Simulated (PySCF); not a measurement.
Diatomic anions of C with group 15

PBE0 with double-zeta basis sets in PySCF, for the lowest determinant that a PBE0 search found; no spin–orbit coupling. De refers to high-spin ground-configuration atoms (the charge goes to the atom of lower measured ionisation energy or higher electron affinity, which is not always the lowest computed limit). A positive dipole points towards C; it is taken about the centre of mass and depends on that origin.

```json
{"M": "N", "basis": "aug-cc-pVDZ", "charged atom": "C−", "state (unpaired electrons)": "singlet (closed shell)", "Re (Å)": "1.182", "ωe (cm⁻¹)": "2137", "De (eV)": "10.01", "μ (D)": "-0.62"}
{"M": "As", "basis": "aug-pcseg-1", "charged atom": "C−", "state (unpaired electrons)": "singlet (closed shell)", "Re (Å)": "1.715", "ωe (cm⁻¹)": "1012", "De (eV)": "5.63", "μ (D)": "-4.01"}
{"M": "Sb", "basis": "aug-cc-pVDZ-PP/aug-cc-pVDZ", "charged atom": "C−", "state (unpaired electrons)": "singlet (closed shell)", "Re (Å)": "1.929", "ωe (cm⁻¹)": "839", "De (eV)": "4.31", "μ (D)": "-4.63"}
{"M": "Bi", "basis": "aug-cc-pVDZ-PP/aug-cc-pVDZ", "charged atom": "C−", "state (unpaired electrons)": "singlet (closed shell)", "Re (Å)": "2.010", "ωe (cm⁻¹)": "764", "De (eV)": "3.68", "μ (D)": "-5.13"}
```

The shortest bond is that of CN⁻ (1.182 Å), the longest that of BiC⁻ (2.010 Å). CN⁻ is bound most strongly (10.01 eV) and BiC⁻ least (3.68 eV).

The rows differ in basis set, which adds steps of its own.

Down a group the atoms grow and get heavier, so bonds lengthen and wavenumbers fall; this series shows no clear exception.

Spin–orbit coupling is left out, which matters for elements this heavy, above all for dissociation energies. For an ion De counts to the pair picked by the measured ionisation energies or electron affinities, which need not be the lowest pair at this level.
